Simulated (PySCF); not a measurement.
A calculated (r2SCAN, PySCF 2.14, cc-pwCVTZ-X2C with one added diffuse shell of g type, scalar relativity by spin-free X2C-1e) atom or ion has these occupied shells.

```
shell  electrons  orbital energy (eV)  rms radius, mean of both spins (bohr)
 1s α          1             -55421.0                                 0.0236
 1s β          1             -55420.9                                 0.0236
 2s α          1              -9297.3                                 0.0953
 2s β          1              -9297.3                                 0.0953
 2p α          3              -8252.5                                 0.0859
 2p β          3              -8252.5                                 0.0859
 3s α          1              -2090.8                                  0.245
 3s β          1              -2089.3                                  0.245
 3p α          3              -1768.3                                  0.246
 3p β          3              -1766.8                                  0.246
 3d α          5              -1349.9                                  0.225
 3d β          5              -1348.7                                  0.225
 4s α          1              -423.80                                  0.552
 4s β          1              -419.89                                  0.552
 4p α          3              -316.74                                  0.587
 4p β          3              -312.89                                  0.587
 4d α          5              -169.42                                  0.644
 4d β          5              -165.68                                  0.644
 5s α          1              -58.833                                   1.36
 5s β          1              -57.110                                   1.36
 5p α          3              -33.747                                   1.62
 5p β          3              -32.511                                   1.62
 4f α          7              -10.624                                  0.990
 6s α          1               -9.430                                   3.91
 4f β          4               -8.771                                  0.990
```

**Question.** Name the element and its charge.

**Answer.** Ho⁺ (holmium, charge +1), in [Xe] 4f11 6s1, one real determinant.
